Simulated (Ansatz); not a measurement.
GaMe2(hfac) (C7H7F6GaO2). Charge 0, multiplicity 1. Geometry PBE-D4/def2-SVP, basis def2-TZVP, Ansatz.

```
atom    x (Å)    y (Å)    z (Å)
 Ga1   1.6465   0.2176   0.3106
  C2   2.1101  -0.4912   2.0843
  H3   1.2096  -0.9033   2.5806
  H4   2.5315   0.3055   2.7294
  H5   2.8637  -1.2994   1.9996
  C6   2.6000   1.1086  -1.1582
  H7   1.9545   1.1652  -2.0575
  H8   3.5267   0.5609  -1.4242
  H9   2.8816   2.1404  -0.8644
 O10  -0.0227   1.3205   0.6047
 C11  -1.2090   0.9702   0.3133
 C12  -2.2686   2.0253   0.7002
 F13  -2.0054   3.1884   0.0754
 F14  -2.2334   2.2393   2.0293
 F15  -3.5196   1.6416   0.3681
 C16  -1.6303  -0.2240  -0.3006
 C17  -0.7247  -1.2263  -0.6957
 C18  -1.2700  -2.4898  -1.3970
 F19  -0.8625  -3.5923  -0.7417
 F20  -0.7988  -2.5459  -2.6587
 F21  -2.6194  -2.5041  -1.4506
 O22   0.5388  -1.2329  -0.5600
 H23  -2.6985  -0.3742  -0.4867
```

| run | HOMO (eV) | LUMO (eV) |
| --- | --- | --- |
| A | -8.77 | -2.21 |
| B | -6.79 | -3.88 |
| C | -9.00 | -2.09 |
| D | -7.23 | -3.59 |
| E | -7.70 | -3.14 |
| F | -6.53 | -3.90 |

Single mean-field runs in def2-TZVP are fitted with def2-universal-jkfit.

The runs used BHLYP, CAM-B3LYP, PBE, PBE0, r2SCAN, r2SCANh. Estimate which is which.

A BHLYP (50 % exact exchange); B r2SCAN (0 % exact exchange); C CAM-B3LYP (range-separated); D r2SCANh (10 % exact exchange); E PBE0 (25 % exact exchange); F PBE (0 % exact exchange). Exact exchange lowers occupied and raises empty levels; among semilocal functionals meta-GGAs tend to open the gap a little, and such runs are hard to tell apart. The gap grows from 2.63 eV (PBE) to 6.91 eV (CAM-B3LYP).
